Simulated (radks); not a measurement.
Charge is removed step by step from the 3d (averaged over the sub-levels emptied) level of the germanium ion Ge2+, starting from [Ar] 3d10 4s2. Method: Dirac Kohn-Sham, PBE, spin-unpolarised, spherical densities, point nucleus; computed with a radial shooting solver on a logarithmic mesh with Libxc functionals.

[
 {"removed (e)": "0", "E - E(0) (eV)": "0.000", "eigenvalue (eV)": "-49.186", "E minus straight line (eV)": "0.000"},
 {"removed (e)": "0.25", "E - E(0) (eV)": "12.998", "eigenvalue (eV)": "-54.823", "E minus straight line (eV)": "-2.188"},
 {"removed (e)": "0.5", "E - E(0) (eV)": "27.426", "eigenvalue (eV)": "-60.632", "E minus straight line (eV)": "-2.945"},
 {"removed (e)": "0.75", "E - E(0) (eV)": "43.327", "eigenvalue (eV)": "-66.606", "E minus straight line (eV)": "-2.229"},
 {"removed (e)": "1", "E - E(0) (eV)": "60.743", "eigenvalue (eV)": "-72.741", "E minus straight line (eV)": "0.000"}
]

Removing the whole electron costs 60.743 eV by Delta-SCF, against 49.186 eV from minus the eigenvalue at the starting occupation. Slater's transition state (half an electron removed) gives 60.632 eV. Integrating minus the eigenvalue over the occupation (Janak's theorem) gives 60.743 eV. The mean slope of the eigenvalue, de/dn, is 23.6 eV per electron.
